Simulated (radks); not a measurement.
Results of a calculation; reference values are marked as such.
The neodymium anion Nd- inside a hard spherical wall (all orbitals vanish at R), configuration held at [Xe] 4f5 6s2 and not refilled when levels cross. Level of theory: scalar-relativistic Kohn-Sham, PBE, spin-unpolarised, spherical densities, finite nucleus; Fermi nuclear charge, rms radius 4.9123 fm (a radial shooting solver on a logarithmic mesh with Libxc functionals). Eigenvalues in eV, with the zero of energy where the potential of the charges vanishes at infinity; a dash marks a level that is unbound or too diffuse for the functional's potential to be trusted. A positive occupied level is held by the wall or, in an anion where self-interaction has pushed it up, behind a barrier. The pressure on the wall is -dE/dV.

R (bohr)  E (hartree)  kinetic (hartree)    e(5s)    e(5p)   e(6s)  e(6p, empty)  e(5d, empty)   e(4f)  pressure (GPa)
10         -9623.3518          10241.314  -33.045  -14.984   1.352             -             -   6.019           0.448
6          -9623.0667          10242.067  -27.338   -9.612   6.766        10.971         8.683  11.986            13.5
5          -9622.7351          10243.062  -24.294   -6.814  11.843        18.040        12.115  15.380            48.0
4          -9621.7814          10246.260  -18.790   -1.580  24.423        34.452        19.209  21.895             244
3.5        -9620.5709          10250.428  -13.749    3.570  38.359        51.496        26.326  28.113             653
3          -9617.9496          10259.197   -5.159   12.955  64.846        82.335        39.198  38.652            2010
2.5        -9611.6395          10279.024   11.539   32.182  119.22        143.01        65.026  57.452            7330
2          -9594.1623          10330.561   51.410   78.820  243.78        277.16        124.80  93.762           34200
